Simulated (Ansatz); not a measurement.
Reaction (silylene loss): `F[Si](F)(F)I` → `FI` + `F[Si]F`

Gas-phase electronic energies from Ansatz, PBE0-D4/def2-TZVP geometries. CCSD(T)/CBS adds triple-zeta CCSD(T) − MP2 to the extrapolated MP2 energy (def2 sets, frozen cores). This one scheme is used for every species. DFT in def2-TZVPP. def2 core potentials past Kr. For I outer-core shells are correlated without core-valence functions, which leaves a few kJ/mol of doubt a bond.

```
             level  ΔE (kJ/mol)
         r2SCAN-D4        545.7
            revPBE        467.4
       HF/def2-SVP        532.2
SCS-MP2/def2-QZVPP        539.7
```

Task: What does CCSD(T)/CBS give? (Estimate.)

Result: Computed: +530.0 kJ/mol. The listed levels differ from it by 15.7, -62.6, 2.2, 9.7 kJ/mol.

Largest T1 diagnostic among the species: 0.015.

From BLYP to BHLYP (50 % exact exchange), in def2-TZVPP and without D4, ΔE moves by +79.5 kJ/mol. Leaving LDA and LC-ωPBE aside and taking each functional with its dispersion term where it has one, the values, not all of them listed here, spread over 98.8 kJ/mol, from BLYP-D4 to r2SCAN0-D4. LDA lies +46.9 kJ/mol from PBE without D4.
